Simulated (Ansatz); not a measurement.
Gas-phase electronic energies from Ansatz, PBE0-D4/def2-TZVP geometries. CCSD(T)/CBS is the MP2 limit (def2-TZVPP, def2-QZVPP) plus CCSD(T) − MP2 in def2-TZVPP, frozen cores. Functionals use def2-TZVPP. For Ge outer-core shells are correlated without core-valence functions, which leaves a few kJ/mol of doubt a bond. Scalar relativity is left out up to krypton. One conformer a species, not always the lowest.

`CO[SiH](C)N` + `C[NH][GeH]([OH])[Cl]` → `C[NH][GeH]([Cl])[O]C` + `C[SiH](N)O`  (substitution at a C–O bond)

```json
{"species": "`CO[SiH](C)N`", "r2SCAN energy (Eh)": "-501.13152"}
{"species": "`C[NH][GeH]([OH])[Cl]`", "r2SCAN energy (Eh)": "-2708.93362"}
{"species": "`C[NH][GeH]([Cl])[O]C`", "r2SCAN energy (Eh)": "-2748.21526"}
{"species": "`C[SiH](N)O`", "r2SCAN energy (Eh)": "-461.84969"}
```

Work out ΔE.

ΔE = (-2748.21526) + (-461.84969) − (-501.13152) − (-2708.93362) = 0.00019 Eh = +0.5 kJ/mol. CCSD(T)/CBS gives -1.1 kJ/mol.

Largest T1 diagnostic among the species: 0.011.
